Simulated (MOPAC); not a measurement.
MOPAC input (PM6):

```
PM6 PRECISE GNORM=0.05 LET XYZ UHF MS=0.5 GEO-OK AUX(PRECISION=9) THREADS=1
C5H11O

C    -2.03021267 1    0.91163379 1    0.84250509 1
C    -0.93833435 1   -0.07263228 1    0.61356073 1
C    -1.46767137 1   -1.34126963 1   -0.06863272 1
C     0.22886989 1    0.57227764 1   -0.15068870 1
C     1.46279245 1   -0.30306346 1   -0.25497844 1
O     2.49759506 1    0.47350476 1   -0.85603961 1
H    -1.81203651 1    1.96525313 1    0.95488714 1
H    -3.04379430 1    0.58003405 1    1.02474809 1
H    -0.54435831 1   -0.37806739 1    1.59989741 1
H    -2.32108705 1   -1.74583160 1    0.47851463 1
H    -1.79582995 1   -1.11950700 1   -1.08679872 1
H    -0.70752121 1   -2.12159611 1   -0.11868966 1
H    -0.10018932 1    0.84836859 1   -1.15639563 1
H     0.51882531 1    1.49858803 1    0.35215814 1
H     1.76393947 1   -0.63962325 1    0.74650655 1
H     1.25609013 1   -1.19366468 1   -0.85867112 1
H     3.27253773 1   -0.08366816 1   -0.97843578 1
```

From the output:

```
                                                       MOPAC v23.2.5 Linux

          FINAL HEAT OF FORMATION =        -37.62432 KCAL/MOL =    -157.42018 KJ/MOL

          COSMO AREA              =        141.33 SQUARE ANGSTROMS
          COSMO VOLUME            =        132.56 CUBIC ANGSTROMS

          GRADIENT NORM           =          0.04767          =       0.01156 PER ATOM
          IONIZATION POTENTIAL    =          9.356319 EV
          ALPHA SOMO LUMO (EV)    =         -9.356  2.628
          BETA  SOMO LUMO (EV)    =        -10.407  0.902
          NO. OF ALPHA ELECTRONS  =         19
          NO. OF BETA  ELECTRONS  =         18
          MOLECULAR WEIGHT        =         87.1413         POINT GROUP:  C1

          MOLECULAR DIMENSIONS (Angstroms)

            Atom       Atom       Distance
            H    17    H     8     6.63065
            H    12    H     7     3.99253
            H     9    H    13     2.81312

          SCF CALCULATIONS        =         65

   ATOM   CHEMICAL          X               Y               Z
  NUMBER   SYMBOL      (ANGSTROMS)     (ANGSTROMS)     (ANGSTROMS)

     1       C         -1.99851630  *   0.91972789  *   0.86861716  *
     2       C         -0.93106026  *  -0.07354002  *   0.61882061  *
     3       C         -1.48634457  *  -1.33502964  *  -0.05823208  *
     4       C          0.21530373  *   0.55021978  *  -0.20314538  *
     5       C          1.45090214  *  -0.34624120  *  -0.25671048  *
     6       O          2.48825045  *   0.51302254  *  -0.78115351  *
     7       H         -1.77829751  *   1.96054603  *   0.95571749  *
     8       H         -3.01707297  *   0.61969021  *   0.97576488  *
     9       H         -0.52336404  *  -0.36714506  *   1.62891661  *
    10       H         -2.29456298  *  -1.78048435  *   0.53247608  *
    11       H         -1.89394954  *  -1.10762666  *  -1.05014859  *
    12       H         -0.71461496  *  -2.09970824  *  -0.18683748  *
    13       H         -0.12589726  *   0.78170999  *  -1.23083613  *
    14       H          0.51104314  *   1.53096481  *   0.22653041  *
    15       H          1.76314821  *  -0.69613616  *   0.74315934  *
    16       H          1.32079206  *  -1.20759156  *  -0.93340645  *
    17       H          3.29439280  *  -0.00253115  *  -0.95911619  *

                             CARTESIAN COORDINATES

   1    C       -1.998516299     0.919727888     0.868617163
   2    C       -0.931060255    -0.073540023     0.618820607
   3    C       -1.486344574    -1.335029644    -0.058232084
   4    C        0.215303728     0.550219776    -0.203145377
   5    C        1.450902142    -0.346241203    -0.256710484
   6    O        2.488250452     0.513022543    -0.781153509
   7    H       -1.778297506     1.960546030     0.955717489
   8    H       -3.017072973     0.619690212     0.975764881
   9    H       -0.523364036    -0.367145058     1.628916607
  10    H       -2.294562984    -1.780484345     0.532476082
  11    H       -1.893949545    -1.107626662    -1.050148594
  12    H       -0.714614959    -2.099708241    -0.186837480
  13    H       -0.125897260     0.781709992    -1.230836134
  14    H        0.511043141     1.530964809     0.226530412
  15    H        1.763148211    -0.696136159     0.743159343
  16    H        1.320792059    -1.207591559    -0.933406450
  17    H        3.294392800    -0.002531148    -0.959116188

           Empirical Formula: C5 H11 O  =    17 atoms

      MOLECULAR POINT GROUP   :   C1

          ALPHA EIGENVALUES
 -29.79532 -28.65777 -25.49742 -23.85471 -21.47245 -19.65549 -17.82370 -16.26081
 -15.27045 -15.00636 -14.67591 -13.61798 -12.94968 -12.66851 -12.07322 -11.85420
 -11.82333 -10.40777  -9.35632   2.62789   3.79588   4.07142   4.31630   4.74087
   5.25022   5.49464   5.66207   5.72140   5.81553   5.91892   6.00852   6.26751
   6.42885   6.60477   6.79161

           BETA EIGENVALUES
 -29.78778 -28.59617 -25.45833 -23.70314 -21.34871 -19.53578 -17.78424 -16.21627
 -15.16095 -14.83744 -14.59763 -13.56927 -12.84755 -12.58738 -11.88734 -11.80063
 -11.69530 -10.40684   0.90198   2.63411   3.86306   4.07029   4.38073   4.99284
   5.25307   5.50145   5.70526   5.73499   5.83441   5.93883   6.03943   6.49176
   6.58358   6.68857   6.80382

              NET ATOMIC CHARGES AND DIPOLE CONTRIBUTIONS

  ATOM NO.   TYPE          CHARGE      No. of ELECS.   s-Pop       p-Pop
    1          C          -0.351149        4.3511     1.15605     3.19510
    2          C          -0.002925        4.0029     1.07108     2.93185
    3          C          -0.489882        4.4899     1.08781     3.40207
    4          C          -0.325238        4.3252     1.09648     3.22876
    5          C           0.018305        3.9817     1.09823     2.88347
    6          O          -0.562700        6.5627     1.82039     4.74231
    7          H           0.143896        0.8561     0.85610
    8          H           0.143961        0.8560     0.85604
    9          H           0.131033        0.8690     0.86897
   10          H           0.151492        0.8485     0.84851
   11          H           0.156849        0.8432     0.84315
   12          H           0.146255        0.8537     0.85374
   13          H           0.158074        0.8419     0.84193
   14          H           0.163455        0.8365     0.83655
   15          H           0.108598        0.8914     0.89140
   16          H           0.106921        0.8931     0.89308
   17          H           0.303055        0.6969     0.69694
 DIPOLE           X         Y         Z       TOTAL
 POINT-CHG.    -0.597    -1.930     0.650     2.122
 HYBRID         0.384    -0.108    -0.238     0.465
 SUM           -0.213    -2.038     0.412     2.090

          ATOMIC ORBITAL ELECTRON POPULATIONS

     Atom    s        px        py        pz
    1  C   1.15605   1.07911   1.08539   1.03061
    2  C   1.07108   0.95638   0.94585   1.02961
    3  C   1.08781   1.15666   1.08562   1.15979
    4  C   1.09648   0.99415   1.08858   1.14603
    5  C   1.09823   0.87149   0.95385   1.05812
    6  O   1.82039   1.35779   1.49144   1.89308
    7  H   0.85610
    8  H   0.85604
    9  H   0.86897
   10  H   0.84851
   11  H   0.84315
   12  H   0.85374
   13  H   0.84193
   14  H   0.83655
   15  H   0.89140
   16  H   0.89308
   17  H   0.69694

                    (SZ)    =    0.500000
                    (S**2)  =    0.754698

          ATOMIC ORBITAL SPIN POPULATIONS

    Atom   Total    s     px     py     pz
         Atomic
    1  C  1.0627  0.026  0.060  0.053  0.924
    2  C -0.0607 -0.007 -0.022 -0.019 -0.012
    3  C  0.0142  0.003  0.002  0.008  0.002
    4  C  0.0177  0.003  0.007  0.003  0.004
    5  C -0.0013 -0.000 -0.001 -0.000 -0.000
    6  O  0.0003  0.000  0.000  0.000 -0.000
    7  H -0.0340 -0.034
    8  H -0.0340 -0.034
    9  H  0.0391  0.039
   10  H -0.0006 -0.001
   11  H -0.0009 -0.001
   12  H -0.0010 -0.001
   13  H -0.0009 -0.001
   14  H -0.0007 -0.001
```

The geometry given is a B3LYP-D3(BJ)/def2-TZVP minimum.
